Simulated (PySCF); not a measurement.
F$_{4}$Sb (SMILES [F][Sb+]([F])([F])[F]), charge +1, singlet, at a GFN2-xTB geometry (core potentials on Sb); DF-B3LYP/def2-TZVPD (PySCF).

PySCF was given this input:
```python
from pyscf import gto, scf, dft

mol = gto.M(
    atom='''
Sb    0.00000000    0.00000000    0.00000000
F     1.78716823   -0.30357238   -0.62788667
F    -0.08155754    0.81022628    1.73702329
F    -0.73508024    1.12801739   -1.36660234
F    -0.97053045   -1.63467128    0.25746573
''',
    basis='def2-tzvpd',
    ecp={'Sb': 'def2-tzvpd'},
    charge=1,
    verbose=5,
)

mf = dft.RKS(mol)
mf.xc = 'b3lyp'
mf = mf.density_fit(auxbasis='def2-universal-jkfit')
mf.kernel()
```

What the program printed (banner, timings and long lists left out):

```
PySCF version 2.14.0

[INPUT] verbose = 5
[INPUT] max_memory = 4000
[INPUT] num. atoms = 5
[INPUT] num. electrons = 58
[INPUT] charge = 1
[INPUT] spin (= nelec alpha-beta = 2S) = 0
[INPUT] symmetry False subgroup None
[INPUT] Mole.unit = angstrom
[INPUT] Symbol           X                Y                Z      unit          X                Y                Z       unit  Magmom
[...]
[INPUT] ---------------- BASIS SET ----------------
[INPUT] l, kappa, [nprim/nctr], expnt,             c_1 c_2 ...
[INPUT] F
[...]
                                5318.4728983      0.0016700686527
                                1210.4810975      0.0086733211476
                                342.8551814       0.035049933175
                                112.01943181      0.11165320133
                                40.714740248      0.25988506647
[...]
                                6.503818674       0.24998238551
[...]
                                18.594010743      0.04430314353
                                5.6867902653      0.16867248708
                                1.9511006294      0.36166346255
[...]
[INPUT] Sb
[...]
                                238.84452097      0.0013393778746
                                23.998118809      -0.049388154574
                                15.193124213      0.43392227254
[...]
                                6.5259774794      0.79235280226
[...]
                                16.374479088      0.073728000195
                                9.7216283345      -0.27230028128
[...]
                                1.4711045033      0.50364242075
                                0.75165385301     0.18706666294
[...]
                                30.47423372       0.0059411139166
                                18.228418239      -0.010563706947
                                4.3291456646      0.20348177341
                                2.1294818496      0.42748378928
                                0.99682636692     0.38539560809
[...]
nuclear repulsion = 310.611434204377
number of shells = 74
number of NR pGTOs = 317
number of NR cGTOs = 216
basis = def2-tzvpd
ecp = {'Sb': 'def2-tzvpd'}

******** <class 'pyscf.df.df_jk.DFRKS'> ********
method = DFRKS
initial guess = minao
damping factor = 0
level_shift factor = 0
DIIS = <class 'pyscf.scf.diis.CDIIS'>
diis_start_cycle = 1
diis_space = 8
diis_damp = 0
SCF conv_tol = 1e-09
SCF conv_tol_grad = None
SCF max_cycles = 50
direct_scf = False
XC library pyscf.dft.libxc version 7.1.2
    S. Lehtola, C. Steigemann, M. J. T. Oliveira, and M. A. L. Marques,  SoftwareX 7, 1–5 (2018)
XC functionals = b3lyp
    P. J. Stephens, F. J. Devlin, C. F. Chabalowski, and M. J. Frisch,  J. Phys. Chem. 98, 11623 (1994)
radial grids:
    Treutler-Ahlrichs [JCP 102, 346 (1995); DOI:10.1063/1.469408] (M4) radial grids

becke partition: Becke, JCP 88, 2547 (1988); DOI:10.1063/1.454033
pruning grids: <function nwchem_prune>
grids dens level: 3
symmetrized grids: False
atomic radii adjust function: <function treutler_atomic_radii_adjust>
small_rho_cutoff = 0
Set gradient conv threshold to 3.16228e-05
Initial guess from minao.
Density of valence part of ANO basis will be used as initial guess for Sb
atom Sb rad-grids = 95, ang-grids = [ 50  50  50  50  50  50  50  50  50  50  50  50  50  50  50  50  50  50
  50  50  50  50  50  50  50  50  50  50  50  50  86  86  86  86  86  86
  86  86  86  86  86  86  86  86  86  86 350 350 350 350 350 350 350 350
 350 350 350 434 434 434 434 434 434 434 434 434 434 434 434 434 434 434
 434 434 434 434 434 434 434 434 350 350 350 350 350 350 350 350 350 350
 350 350 350 350 350]
atom F rad-grids = 75, ang-grids = [ 50  50  50  50  50  50  50  50  50  50  50  50  50  50  50  50  50  50
  50  50  50  50  86  86  86  86  86  86  86  86  86 266 266 266 266 266
 266 302 302 302 302 302 302 302 302 302 302 302 302 302 302 302 302 302
 302 302 266 266 266 266 266 266 266 266 266 266 266 266 266 266 266 266
 266 266 266]
[...]
E1 = -1579.8593705549174  E2 = 629.6975697714176  Ecoul = 690.6862115451054  Exc = -60.988641773687746
cycle= 10 E= -639.550366579122  delta_E= -1.5e-11  |g|= 1.07e-06  |ddm|= 7.71e-06
[...]
  mo_energy =
[-2.49878329e+01 -2.49878308e+01 -2.49878298e+01 -2.49878193e+01
 -6.15212153e+00 -4.38010710e+00 -4.37977243e+00 -4.37756963e+00
 -1.74175208e+00 -1.74167473e+00 -1.74151365e+00 -1.73411373e+00
 -1.73178356e+00 -1.47488335e+00 -1.45052321e+00 -1.44639521e+00
 -1.44579602e+00 -9.14126700e-01 -7.76026867e-01 -7.70083871e-01
 -7.69228841e-01 -7.14742774e-01 -7.11481521e-01 -7.11148267e-01
 -7.10209241e-01 -7.10017948e-01 -7.03621621e-01 -7.01434365e-01
 -7.01235859e-01 -4.81557300e-01 -3.05695705e-01 -3.01131180e-01
 -2.68526492e-01 -1.54317357e-01 -8.89636166e-02 -8.87549972e-02
 -8.80512540e-02 -8.03097574e-02 -7.03506227e-02 -6.93405243e-02
 -6.93341940e-02 -6.90885878e-02 -2.29512109e-02 -8.03330690e-03
 -7.95002794e-03 -5.51245918e-03  1.41278224e-02  1.45274429e-02
  1.47707421e-02  3.73316376e-02  4.50879928e-02  7.41034847e-02
  8.00026032e-02  8.06169216e-02  9.36039013e-02  1.39472013e-01
  1.46248816e-01  1.47418960e-01  1.49052327e-01  1.71823226e-01
  1.90328454e-01  1.90367942e-01  1.96304064e-01  2.35559957e-01
  2.60362156e-01  2.65783271e-01  3.00033946e-01  3.29322949e-01
  3.54285759e-01  3.66768764e-01  3.72771060e-01  3.78347872e-01
  4.03995637e-01  4.13712232e-01  4.18470496e-01  4.21022849e-01
  4.22063848e-01  4.23874962e-01  4.26752235e-01  4.30280984e-01
  4.48091850e-01  4.78634193e-01  4.80130695e-01  4.89420779e-01
  4.92566563e-01  4.92820678e-01  5.21978797e-01  5.74246486e-01
  5.87905431e-01  5.90086321e-01  7.71061169e-01  7.71275497e-01
  7.71385234e-01  7.74384209e-01  8.10752863e-01  8.15502796e-01
  8.15861660e-01  8.28938104e-01  8.31443016e-01  8.42308135e-01
  8.43266633e-01  8.86549111e-01  9.10514480e-01  9.11672106e-01
  9.54894509e-01  9.63819133e-01  1.00274657e+00  1.00831608e+00
  1.02958389e+00  1.03577158e+00  1.04394539e+00  1.13367268e+00
  1.29264043e+00  1.29769855e+00  1.33348891e+00  1.93207919e+00
  1.93214049e+00  1.93787671e+00  1.94530597e+00  1.94704963e+00
  1.94927500e+00  1.99426545e+00  2.00752750e+00  2.00839906e+00
  2.01116270e+00  2.01918300e+00  2.02054008e+00  2.02404655e+00
  2.03379655e+00  2.03422058e+00  2.03663378e+00  2.13325674e+00
  2.27171752e+00  2.30169873e+00  2.30410647e+00  2.33533231e+00
  2.33818393e+00  2.34519843e+00  2.39574159e+00  2.46327525e+00
  2.50394909e+00  2.50917761e+00  3.06202391e+00  3.06624444e+00
  3.07020674e+00  3.08150249e+00  3.15042874e+00  3.15448360e+00
  3.24263162e+00  3.28408852e+00  3.34968964e+00  3.43120356e+00
  3.48864936e+00  3.49774880e+00  3.83212018e+00  3.97202911e+00
  3.97414722e+00  3.98117950e+00  4.02374116e+00  6.55492625e+00
  6.55659899e+00  6.55666528e+00  6.56026334e+00  6.56193644e+00
  6.57544896e+00  6.57557531e+00  6.57879524e+00  6.58346211e+00
  6.58349682e+00  6.58355667e+00  6.58363958e+00  6.58426444e+00
  6.58436473e+00  6.58473974e+00  6.58581365e+00  6.60734411e+00
  6.61417085e+00  6.61796468e+00  6.61902132e+00  6.64425427e+00
  6.67549285e+00  6.67746272e+00  6.69057729e+00  6.69476401e+00
  6.70121018e+00  6.70234799e+00  6.73138524e+00  8.15920160e+00
  8.15927087e+00  8.15931797e+00  8.16045020e+00  8.16917559e+00
  8.16958840e+00  8.17098612e+00  8.17516767e+00  8.17760190e+00
  8.18515888e+00  8.18673835e+00  8.18943268e+00  8.22959434e+00
  8.24548104e+00  8.24867788e+00  8.27218962e+00  8.41943484e+00
  8.45244457e+00  8.45542287e+00  8.49002098e+00  3.89078904e+01
  3.89142980e+01  3.89583646e+01  4.02445152e+01  5.66639004e+01
  5.68046897e+01  5.68160235e+01  5.68844031e+01  1.12032656e+02]
nelec by numeric integration = 57.99999222554617
E1 = -1579.859364089421  E2 = 629.6975633059208  Ecoul = 690.6862030717684  Exc = -60.98863976584761
Extra cycle  E= -639.550366579123  delta_E= -4.55e-13  |g|= 2.2e-06  |ddm|= 2.29e-06
converged SCF energy = -639.550366579123
```
